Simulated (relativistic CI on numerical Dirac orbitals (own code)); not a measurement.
## Sensitivity of the levels of Er¹⁷⁺ to α and to the nuclear radius

Computed by Dirac-Coulomb-Breit CI, KLI orbitals optimised for each configuration, derivatives by finite differences, unscaled Slater integrals, QED left out (own radial code, finite nucleus).

Configurations in the expansion (outside the closed core [Ar] 3d10 4p6 4d10): 4s2 4f5, 4s2 4f4 5s, 4s2 4f3 5s2, 4s 4f4 5s2. Levels of other configurations are missing.

With x = (α/α₀)² − 1 an excitation energy changes as ω = ω₀ + qx; K = 2q/ω₀ is the relative enhancement. Terms are leading LS components, so labels can repeat. The field-shift factor is F = δν/δ⟨r²⟩ for the transition from the lowest level.

Lowest level 4s2 4f5 6H°_5/2.

```csv
Level,ω₀ (cm⁻¹),q (cm⁻¹),F (GHz/fm²)
4s2 4f5 6H°_7/2,3465.5,4474,0.166
4s2 4f5 6H°_9/2,7241.8,8616,0.326
4s2 4f5 6H°_11/2,11116.5,12130,0.47
4s2 4f5 6H°_13/2,14963.3,14950,0.594
4s2 4f5 6F°_1/2,15249.5,5456,0.285
4s2 4f5 6F°_3/2,15616.3,4814,0.271
4s2 4f5 6F°_5/2,16723.4,4699,0.281
4s2 4f5 6H°_15/2,18659.1,16880,0.691
4s2 4f5 6F°_7/2,19555.0,8437,0.42
4s2 4f5 6F°_9/2,23310.2,12670,0.583
4s2 4f5 6F°_11/2,27460.3,16480,0.735
4s2 4f5 4G°_5/2,35259.5,50.89,0.354
4s2 4f5 4F°_3/2,37990.2,4317,0.485
4s2 4f5 4M°_15/2,38433.9,79.62,0.321
4s2 4f5 4G°_7/2,41923.2,7236,0.622
4s2 4f5 4I°_9/2,42188.7,5608,0.578
4s2 4f5 4I°_11/2,42839.9,4982,0.535
4s2 4f5 4K°_13/2,43258.9,3537,0.481
4s2 4f5 4M°_17/2,44303.8,7469,0.591
4s2 4f5 4I°_15/2,47774.1,10720,0.745
4s2 4f5 4G°_5/2,47915.0,9130,0.73
4s2 4f5 4M°_19/2,48745.4,11710,0.761
4s2 4f5 4G°_9/2,49145.2,11770,0.809
```

At this charge energies of transitions that change n are usually good to better than 1 %, and those within a shell (Δn = 0) to a few per cent. Terms inside the open d or f shell come out 10 to 20 % too wide with unscaled integrals.

(1) Which transition from the lowest level has the largest |K|?

Results:

(1) 4s2 4f5 6H°_7/2 at 3465.5 cm⁻¹, K = 2.58.
